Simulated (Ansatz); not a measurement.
System: C2H2F3, charge -1, multiplicity 1. It need not be the lowest isomer of its formula. Whether it binds its extra electron was not tested at this geometry. 
Coordinates optimised at B3LYP-D3(BJ)/def2-TZVP (Ansatz, a quantum-chemistry and plane-wave program):
```
C
F 1 1.3827
F 1 1.3827 2 106.37
C 1 1.4037 2 115.38 3 129.34
H 4 1.0873 1 113.45 2 51.38
H 4 1.0873 5 114.19 1 -132.11
F 1 1.5122 2 98.51 3 -101.53
```
Charge -1, spin multiplicity 1.

Basis-set convergence of Hartree-Fock and MP2 correlation energies (hartree) with Ansatz. Correlated levels leave the core frozen unless marked. Spin-orbit coupling is left out. No relativistic terms.

| basis | functions | E(HF) | E(corr, MP2) |
|---|---|---|---|
| aug-cc-pVDZ | 133 | -375.22109 | -0.91912 |
| aug-cc-pVTZ | 276 | -375.32026 | -1.13689 |
| aug-cc-pVQZ | 492 | -375.34524 | -1.21669 |

Extrapolating the two largest sets (X = 3 and 4) as X^-3: E(corr) = (64·(-1.21669) - 27·(-1.13689))/37 = -1.2749 Eh, an estimate of the basis-set limit. The largest set recovers 95.4 % of it, the smallest 72.1 %.
